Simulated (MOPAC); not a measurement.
A run for MOPAC: PM6 on HCl (SMILES Cl).

```
PM6 1SCF PRECISE CHARGE=0 THREADS=1
ClH

Cl    -0.15233745 1    -0.05620710 1     0.44346865 1
H      0.14962411 1     0.49239252 1     1.58775990 1
```

Output:

```
*******************************************************************************
 **                                                                           **
 **                              MOPAC v23.2.5                                **
 **                                                                           **
 *******************************************************************************
 ** MOPAC's Digital Object Identifier: https://doi.org/10.5281/zenodo.6511958 **
 **                                                                           **
 ** Please cite the open-source release paper for use of this MOPAC version:  **
 ** J. E. Moussa and J. J. P. Stewart (2026)                                  **
 ** MOPAC: An open-source semiempirical molecular orbital program             **
 ** J. Open Source Softw., 11(119), 8025, https://doi.org/10.21105/joss.08025 **
 *******************************************************************************

                              PM6 CALCULATION RESULTS

 *******************************************************************************
 *  PM6        - The PM6 Hamiltonian to be used
 *
 *
 *
 *                 CHARGE ON SYSTEM = 0
 *
 *
 *
 *  PRECISE    - TIGHTER CRITERIA TO BE USED
 *  1SCF       - DO 1 SCF AND THEN STOP
 *  THREADS=1  - MULTI-THREADING NOT USED
 *  T=         - A TIME OF 172800.0 SECONDS REQUESTED
 *  DUMP=N     - RESTART FILE WRITTEN EVERY 7200.0 SECONDS REQUESTED
 *******************************************************************************
PM6 1SCF PRECISE CHARGE=0 THREADS=1
 ClH

   ATOM   CHEMICAL          X               Y               Z
  NUMBER   SYMBOL      (ANGSTROMS)     (ANGSTROMS)     (ANGSTROMS)

     1      Cl         -0.15233745  *  -0.05620710  *   0.44346865  *
     2       H          0.14962411  *   0.49239252  *   1.58775990  *



          CARTESIAN COORDINATES

    NO.       ATOM           X           Y           Z

     1        Cl         -0.1523     -0.0562      0.4435
     2         H          0.1496      0.4924      1.5878

 General Reference for PM6:
 "Optimization of Parameters for Semiempirical Methods V: Modification of NDDO Approximations
 and Application to 70 Elements", J. J. P. Stewart, J. Mol. Mod., 13, 1173-1213 (2007)
 URL: https://link.springer.com/article/10.1007/s00894-007-0233-4

           Empirical Formula: H Cl  =     2 atoms



      MOLECULAR POINT GROUP   :   C*v


      RHF CALCULATION, NO. OF DOUBLY OCCUPIED LEVELS = 4


 -------------------------------------------------------------------------------
 PM6 1SCF PRECISE CHARGE=0 THREADS=1
 ClH



     1SCF WAS SPECIFIED, SO BFGS WAS NOT USED
     SCF FIELD WAS ACHIEVED


                              PM6 CALCULATION
                                                       MOPAC v23.2.5 Linux




          FINAL HEAT OF FORMATION =        -31.98402 KCAL/MOL =    -133.82114 KJ/MOL


          COSMO AREA              =         54.72 SQUARE ANGSTROMS
          COSMO VOLUME            =         37.58 CUBIC ANGSTROMS

          IONIZATION POTENTIAL    =         11.591032 EV
          HOMO LUMO ENERGIES (EV) =        -11.591  2.056
          NO. OF FILLED LEVELS    =          4
          MOLECULAR WEIGHT        =         36.4609         POINT GROUP:  C*v

          MOLECULAR DIMENSIONS (Angstroms)

            Atom       Atom       Distance
            H     2   Cl     1     1.30443
            H     2   Cl     1     0.00000
           Cl     1    H     2     0.00000


          SCF CALCULATIONS        =          1





   ATOM   CHEMICAL          X               Y               Z
  NUMBER   SYMBOL      (ANGSTROMS)     (ANGSTROMS)     (ANGSTROMS)

     1      Cl         -0.15233745  *  -0.05620710  *   0.44346865  *
     2       H          0.14962411  *   0.49239252  *   1.58775990  *

                             CARTESIAN COORDINATES

   1   Cl       -0.152337450    -0.056207100     0.443468650
   2    H        0.149624110     0.492392520     1.587759900


           Empirical Formula: H Cl  =     2 atoms



      MOLECULAR POINT GROUP   :   C*v


                  EIGENVALUES
 -26.95281 -16.26031 -11.59103 -11.59103   2.05614  88.85734  89.02775  89.02775
  89.91237  89.91237


              NET ATOMIC CHARGES AND DIPOLE CONTRIBUTIONS

  ATOM NO.   TYPE          CHARGE      No. of ELECS.   s-Pop       p-Pop       d-Pop
    1         Cl          -0.226525        7.2265     1.98916     5.23562     0.00174
    2          H           0.226525        0.7735     0.77347
 DIPOLE           X         Y         Z       TOTAL
 POINT-CHG.     0.329     0.597     1.245     1.419
 HYBRID         0.027     0.049     0.102     0.117
 SUM            0.356     0.646     1.348     1.536


          ATOMIC ORBITAL ELECTRON POPULATIONS

     Atom    s        px        py        pz      x^2-y^2     xz        z^2       yz        xy
    1 Cl   1.98916   1.95901   1.86479   1.41182   0.00003   0.00023   0.00074   0.00070   0.00005
    2  H   0.77347

 **********************
 *                    *
 * JOB ENDED NORMALLY *
 *                    *
 **********************




 == MOPAC DONE ==
```

The run finished.

Cost: roughly 0.03 core-seconds.
